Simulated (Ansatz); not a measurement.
Consider the ligand exchange at the As–N bond: `N[AsH2]` + `O[SiH3]` → `[SiH3]O[AsH2]` + NH₃.

Computed with Ansatz on PBE0-D4/def2-TZVP structures; ΔE is electronic, products minus reactants. CCSD(T)/CBS is the MP2 limit (def2-TZVPP, def2-QZVPP) plus CCSD(T) − MP2 in def2-TZVPP, frozen cores. This one scheme is used for every species. Functionals use def2-TZVPP. B3LYP here is the variant with VWN-RPA as its local correlation; programs differ in this. For As outer-core shells are correlated without core-valence functions, which leaves a few kJ/mol of doubt a bond. Scalar relativity is left out up to krypton.

| level | ΔE (kcal/mol) | difference from CCSD(T)/CBS |
| --- | --- | --- |
| LDA (SPW92) | -2.2 | 1.6 |
| revPBE-D4 | -3.6 | 0.2 |
| BHLYP-D4 | -4.8 | -1.0 |
| PBE-QIDH | -2.9 | 0.9 |
| PBE0 | -2.5 | 1.3 |
| B3LYP | -3.7 | 0.1 |
| BHLYP | -3.6 | 0.2 |
| CCSD/def2-SVP | -4.3 | -0.5 |
| HF/CBS(def2) | -4.3 | -0.5 |
| MP2/CBS(def2) | -3.6 | 0.2 |
| CCSD(T)/CBS | -3.8 | 0 |

Largest T1 diagnostic among the species: 0.012.

The D4 term adds −1.0 kcal/mol with B3LYP and −0.6 kcal/mol with PBE0; it sums over pairs of atoms, weighted by their polarisabilities, and B3LYP, whose exchange is more repulsive, gets the larger term. Leaving LDA and LC-ωPBE aside and taking each functional with its dispersion term where it has one, the values, not all of them listed here, spread over 2.2 kcal/mol, from BLYP-D4 to PBE-QIDH.
